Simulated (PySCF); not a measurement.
Computed IR spectrum (relative IR intensity) of a molecule C4H7FO. The structure is a stationary point at r2SCAN-D4/def2-SVP. One conformer was computed; it need not be the lowest. All values below come from r2SCAN-D4/def2-SVP (PySCF). Harmonic, unscaled wavenumbers; measured fundamentals usually lie a few per cent lower.

ν (cm⁻¹): 306 (vw), 443 (w), 504 (vw), 679 (w), 884 (m), 892 (m), 930 (s), 968 (w), 1000 (m), 1030 (vs), 1158 (vs), 1192 (m), 1206 (w), 1238 (vs), 1303 (s), 1345 (w), 1396 (s), 1440 (m), 1452 (vw), 1455 (vw), 3036 (s), 3051 (w), 3089 (w), 3100 (m), 3159 (w), 3165 (w), 3169 (w) (against the strongest line: vs over 80 %, s over 45 %, m over 15 %, w over 4 %, vw less)

### Question
Pick the molecule that these values belong to.
A) COC1(F)CC1
B) C[C@@H]1OC[C@@H]1F
C) C[C@@]1(F)CCO1
D) C[C@@H](F)CC=O

### Answer
C, C[C@@]1(F)CCO1
